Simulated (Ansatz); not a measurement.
Te2W (the lowest singlet isomer of a short search) was relaxed with PBE0-D4 (def2-TZVP) in Ansatz in these states: neutral quintet, neutral triplet. The geometries follow in no particular order.

In the def2 sets Te, W take a core potential; there is no spin–orbit coupling.

A:

| atom | x (Å) | y (Å) | z (Å) |
| --- | --- | --- | --- |
| W1 | 0.334 | 0.594 | 0.558 |
| Te2 | 0.259 | 0.955 | -1.866 |
| Te3 | -0.593 | -1.549 | 1.307 |

B:

```xyz
3

W    -0.471    1.011   -0.261
Te   -0.712   -0.546    1.684
Te    1.183   -0.465   -1.424
```

Task: Judge from the bond lengths which geometry belongs to which state (an estimate).

Result: A is the neutral triplet (W1–Te2 2.452 Å, W1–Te3 2.452 Å); B is the neutral quintet (W1–Te2 2.503 Å, W1–Te3 2.503 Å).

At PBE0-D4/def2-TZVP the charge 0 triplet is spin-contaminated (final ⟨S²⟩ up to 2.22, 2.00 for a pure state). At PBE0-D4/def2-TZVP the charge 0 quintet is spin-contaminated (final ⟨S²⟩ up to 6.12, 6.00 for a pure state). At PBE0-D4/def2-TZVP a triplet lies 0.91 eV below the neutral quintet. These are the stationary points nearest to one start from a short search; other shapes may lie lower in each state.
